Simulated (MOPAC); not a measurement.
A run for MOPAC: PM3 on C2H4F2 (a complex), monomers drawn apart or pushed together.

```
PM3 1SCF PRECISE CHARGE=0 THREADS=1
C2H4F2

F     -0.09966557 1    -0.05492580 1    -0.30703798 1
H      0.01984255 1     0.44260732 1     0.47216502 1
C     -0.20439967 1    -1.14708596 1     4.32134899 1
C      0.05946164 1     0.10737562 1     4.61019315 1
F      0.22160986 1     1.04974873 1     3.63240754 1
H     -0.30540154 1    -1.49228616 1     3.30163489 1
H     -0.32376277 1    -1.85404155 1     5.12901865 1
H      0.17898024 1     0.54996259 1     5.58808718 1
```

It printed:

```
*******************************************************************************
 **                                                                           **
 **                              MOPAC v23.2.5                                **
 **                                                                           **
 *******************************************************************************
 ** MOPAC's Digital Object Identifier: https://doi.org/10.5281/zenodo.6511958 **
 **                                                                           **
 ** Please cite the open-source release paper for use of this MOPAC version:  **
 ** J. E. Moussa and J. J. P. Stewart (2026)                                  **
 ** MOPAC: An open-source semiempirical molecular orbital program             **
 ** J. Open Source Softw., 11(119), 8025, https://doi.org/10.21105/joss.08025 **
 *******************************************************************************

                              PM3 CALCULATION RESULTS

 *******************************************************************************
 *  PM3        - The PM3 Hamiltonian to be used
 *
 *
 *
 *                 CHARGE ON SYSTEM = 0
 *
 *
 *
 *  PRECISE    - TIGHTER CRITERIA TO BE USED
 *  1SCF       - DO 1 SCF AND THEN STOP
 *  THREADS=1  - MULTI-THREADING NOT USED
 *  T=         - A TIME OF 172800.0 SECONDS REQUESTED
 *  DUMP=N     - RESTART FILE WRITTEN EVERY 7200.0 SECONDS REQUESTED
 *******************************************************************************
PM3 1SCF PRECISE CHARGE=0 THREADS=1
 C2H4F2

   ATOM   CHEMICAL          X               Y               Z
  NUMBER   SYMBOL      (ANGSTROMS)     (ANGSTROMS)     (ANGSTROMS)

     1       F         -0.09966557  *  -0.05492580  *  -0.30703798  *
     2       H          0.01984255  *   0.44260732  *   0.47216502  *
     3       C         -0.20439967  *  -1.14708596  *   4.32134899  *
     4       C          0.05946164  *   0.10737562  *   4.61019315  *
     5       F          0.22160986  *   1.04974873  *   3.63240754  *
     6       H         -0.30540154  *  -1.49228616  *   3.30163489  *
     7       H         -0.32376277  *  -1.85404155  *   5.12901865  *
     8       H          0.17898024  *   0.54996259  *   5.58808718  *



          CARTESIAN COORDINATES

    NO.       ATOM           X           Y           Z

     1         F         -0.0997     -0.0549     -0.3070
     2         H          0.0198      0.4426      0.4722
     3         C         -0.2044     -1.1471      4.3213
     4         C          0.0595      0.1074      4.6102
     5         F          0.2216      1.0497      3.6324
     6         H         -0.3054     -1.4923      3.3016
     7         H         -0.3238     -1.8540      5.1290
     8         H          0.1790      0.5500      5.5881

  H: (PM3): J. J. P. STEWART, J. COMP. CHEM. 10, 209 (1989).
  C: (PM3): J. J. P. STEWART, J. COMP. CHEM. 10, 209 (1989).
  F: (PM3): J. J. P. STEWART, J. COMP. CHEM. 10, 209 (1989).

           Empirical Formula: C2 H4 F2  =     8 atoms



      MOLECULAR POINT GROUP   :   Cs


      RHF CALCULATION, NO. OF DOUBLY OCCUPIED LEVELS = 13


 -------------------------------------------------------------------------------
 PM3 1SCF PRECISE CHARGE=0 THREADS=1
 C2H4F2



     1SCF WAS SPECIFIED, SO BFGS WAS NOT USED
     SCF FIELD WAS ACHIEVED


                              PM3 CALCULATION
                                                       MOPAC v23.2.5 Linux




          FINAL HEAT OF FORMATION =        -90.82951 KCAL/MOL =    -380.03068 KJ/MOL


          COSMO AREA              =        116.05 SQUARE ANGSTROMS
          COSMO VOLUME            =         90.09 CUBIC ANGSTROMS

          IONIZATION POTENTIAL    =         10.945222 EV
          HOMO LUMO ENERGIES (EV) =        -10.945  0.601
          NO. OF FILLED LEVELS    =         13
          MOLECULAR WEIGHT        =         66.0504         POINT GROUP:  Cs

          MOLECULAR DIMENSIONS (Angstroms)

            Atom       Atom       Distance
            H     8    F     1     5.93262
            H     7    F     5     3.10016
            H     6    H     8     0.01179


          SCF CALCULATIONS        =          1





   ATOM   CHEMICAL          X               Y               Z
  NUMBER   SYMBOL      (ANGSTROMS)     (ANGSTROMS)     (ANGSTROMS)

     1       F         -0.09966557  *  -0.05492580  *  -0.30703798  *
     2       H          0.01984255  *   0.44260732  *   0.47216502  *
     3       C         -0.20439967  *  -1.14708596  *   4.32134899  *
     4       C          0.05946164  *   0.10737562  *   4.61019315  *
     5       F          0.22160986  *   1.04974873  *   3.63240754  *
     6       H         -0.30540154  *  -1.49228616  *   3.30163489  *
     7       H         -0.32376277  *  -1.85404155  *   5.12901865  *
     8       H          0.17898024  *   0.54996259  *   5.58808718  *

                             CARTESIAN COORDINATES

   1    F       -0.099665570    -0.054925800    -0.307037980
   2    H        0.019842550     0.442607320     0.472165020
   3    C       -0.204399670    -1.147085960     4.321348990
   4    C        0.059461640     0.107375620     4.610193150
   5    F        0.221609860     1.049748730     3.632407540
   6    H       -0.305401540    -1.492286160     3.301634890
   7    H       -0.323762770    -1.854041550     5.129018650
   8    H        0.178980240     0.549962590     5.588087180


           Empirical Formula: C2 H4 F2  =     8 atoms



      MOLECULAR POINT GROUP   :   Cs


                  EIGENVALUES
 -33.92841 -24.53414 -23.47962 -19.80628 -18.40013 -17.35320 -17.20537 -16.98958
 -16.04574 -16.04405 -14.72378 -13.54739 -10.94522   0.60146   2.28360   3.19526
   3.52221   3.81119   4.89160   4.97924


              NET ATOMIC CHARGES AND DIPOLE CONTRIBUTIONS

  ATOM NO.   TYPE          CHARGE      No. of ELECS.   s-Pop       p-Pop
    1          F          -0.168313        7.1683     1.63684     5.53147
    2          H           0.168099        0.8319     0.83190
    3          C          -0.192760        4.1928     1.18108     3.01168
    4          C          -0.000605        4.0006     1.18330     2.81730
    5          F          -0.126642        7.1266     1.78330     5.34334
    6          H           0.105723        0.8943     0.89428
    7          H           0.101355        0.8986     0.89864
    8          H           0.113142        0.8869     0.88686
 DIPOLE           X         Y         Z       TOTAL
 POINT-CHG.    -0.065    -0.537     1.616     1.704
 HYBRID         0.067     0.250     0.673     0.721
 SUM            0.003    -0.287     2.289     2.307


          ATOMIC ORBITAL ELECTRON POPULATIONS

     Atom    s        px        py        pz
    1  F   1.63684   1.99229   1.86632   1.67286
    2  H   0.83190
    3  C   1.18108   1.02176   0.96146   1.02846
    4  C   1.18330   1.00923   0.89908   0.90899
    5  F   1.78330   1.95468   1.69406   1.69459
    6  H   0.89428
    7  H   0.89864
    8  H   0.88686

 **********************
 *                    *
 * JOB ENDED NORMALLY *
 *                    *
 **********************




 == MOPAC DONE ==
```

The run finished.

Cost: around 0.03 core-seconds (rough).
